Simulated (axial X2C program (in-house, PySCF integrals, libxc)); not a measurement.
# Spin–orbit effects down a group: molecules with Ca, PBE0

Calculated with an in-house relativistic program for diatomic molecules, spin-free (one-electron X2C) or two-component (2c: spin–orbit coupling with atomic mean-field Coulomb and Gaunt terms, which also bring small scalar terms), in Dyall basis sets with cores contracted in-house; open shells are unrestricted.

Basis sets: Ca dyall-cv3z, Cs dyall-cv3z, H dyall-v3z, Li dyall-cv3z, Na dyall-cv3z, Rb dyall-cv3z.

```tsv
molecule	spin-free state	Re (Å)	ωe (cm⁻¹)	De (eV)	2c state	Re 2c (Å)	ωe 2c (cm⁻¹)	De 2c (eV)
CaH	M_S = 1/2, Λ = 0	1.986	1305.5	1.91	Ω = 1/2	1.986	1305.5	1.91
LiCa	M_S = 1/2, Λ = 0	3.411	199.7	0.38	Ω = 1/2	3.411	199.6	0.38
NaCa	M_S = 1/2, Λ = 0	3.673	110.8	0.29	Ω = 1/2	3.673	110.8	0.29
RbCa	?	?	?	?	?	?	?	?
CsCa	M_S = 1/2, Λ = 0	4.655	54.5	0.21	Ω = 1/2	4.653	54.5	0.21
```

Estimate the 2c Re and ωe of RbCa as the mean of its neighbours in the table.

Re ≈ 4.163 Å, ωe ≈ 82.7 cm⁻¹. The PBE0 runs give the row below, so the estimate misses by -0.258 Å and 21.8 cm⁻¹.

```tsv
molecule	spin-free state	Re (Å)	ωe (cm⁻¹)	De (eV)	2c state	Re 2c (Å)	ωe 2c (cm⁻¹)	De 2c (eV)
RbCa	M_S = 1/2, Λ = 0	4.421	60.9	0.21	Ω = 1/2	4.421	60.9	0.21
```

Each entry is the lowest single determinant of a limited PBE0 search at one distance. De goes to single-determinant-based atoms at the same level (for ions the charge split of lowest energy) and is withheld (n/a) where an atom does not fit its ground term or J level. Main or longest-lived isotopes.
